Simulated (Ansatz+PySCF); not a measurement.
## septet MnH: levels of theory in one basis

| atom | x (Å) | y (Å) | z (Å) |
| --- | --- | --- | --- |
| Mn | 0.0000 | 0.0000 | 0.0000 |
| H | 0.0000 | 0.0000 | 1.8002 |

Basis set: def2-SVP (spherical functions). Frozen core: 5 orbitals. Correlation on ROHF uses semicanonical orbitals with singles. Charge 0, multiplicity 7.

Computed with Ansatz (development build ahead of 0.2.0); each method stands on the lowest determinant of its kind that the runs found.

```
  method  E − E(ROHF) (eV)  <S²> of the determinant
    ROHF              0.00                    12.00
     UHF             -0.02                    12.00
ROHF-MP2             -5.94                        –
 UHF-MP2             -5.95                    12.00
```

(1) Is a single determinant a sound starting point here?

## Answers

(1) By this sign, yes. Unrestricted orbitals gain 0.02 eV and <S²> is 12.00 against 12.00 for a pure state.
